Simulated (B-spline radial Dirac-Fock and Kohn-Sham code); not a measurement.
## Kohn-Sham estimates against Dirac-Fock for the levels of Hg²⁺

System: Hg²⁺ in the configuration [Xe] 4f14 5d9 6s1 (an excited configuration).

The density-functional columns are spherical, spin-unpolarised Dirac-Kohn-Sham results without Breit or QED terms: −ε is minus the orbital energy of the initial state and ΔSCF the difference of two total energies. The reference in the last column comes from Dirac-Fock ΔSCF + Breit + QED. All numbers are from a radial atomic solver, in eV; a selection of levels is shown. The Kohn-Sham columns are given as differences from the reference. For the 1s level of heavy atoms much of the gap between ΔSCF and the reference is the Breit and QED part, -454.1 eV here; for other levels the error of the functional can be larger.

| level | LDA −ε − DF | LDA ΔSCF − DF | Dirac-Fock |
| --- | --- | --- | --- |
| 1s | -176.2 | +443.5 | 83129.7 |
| 2s | -170.1 | -54.8 | 14882.0 |
| 2p1/2 | -115.7 | +33.6 | 14241.3 |
| 2p3/2 | -135.6 | -11.1 | 12315.7 |
| 3s | -93.6 | -59.5 | 3601.9 |
| 3p1/2 | -74.1 | -37.2 | 3316.5 |
| 3p3/2 | -73.8 | -40.9 | 2885.3 |
| 3d3/2 | -51.2 | -11.5 | 2418.9 |
| 4s | -52.3 | -36.4 | 841.0 |
| 4p1/2 | -43.9 | -28.0 | 718.4 |
| 4p3/2 | -43.5 | -28.5 | 613.7 |
| 4d3/2 | -30.7 | -15.9 | 413.4 |
| 4f5/2 | -12.2 | +1.8 | 133.8 |
| 4f7/2 | -12.4 | +1.5 | 129.8 |
| 5p1/2 | -12.1 | -3.6 | 115.4 |
| 5p3/2 | -12.5 | -4.3 | 97.07 |
| 5d | -5.1 | +1.8 | 36.99 |
| 6s | -2.2 | +2.4 | 27.39 |

Values without a named source are computed, but for edge energies of neutral atoms, which are taken from tables.
